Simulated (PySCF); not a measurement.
# Mo+: ionisation energy

Mo+ [Kr] 4d5 (6S) → Mo(2+) [Kr] 4d4 (5D), as a difference of total energies. Calculation: PySCF 2.14, in def2-SVP with the def2 core potential (28 electrons); scalar relativity through the core potential. Correlated levels: valence: 4s2 4p6 frozen. The calculations carry no spin-orbit coupling.

| method | ionisation energy (eV) |
| --- | --- |
| UHF | 15.072 |
| BP86 | 16.440 |
| r2SCAN | 16.280 |
| MP2 (valence) | 15.533 |
| SCS-MP2 (valence) | 15.225 |

Q: How much does correlation contribute at MP2 (valence)?

A: 15.533 − (15.072) = 0.461 eV, measured against UHF.

The reference lies between the lowest fine-structure levels, while these numbers refer to the centres of the terms.

Errors of the correlated levels include the incompleteness of this basis and the frozen core.

For comparison: 16.16 ± 0.12 eV (semi-empirical (NIST evaluation); NIST Atomic Spectra Database, ionization energies).
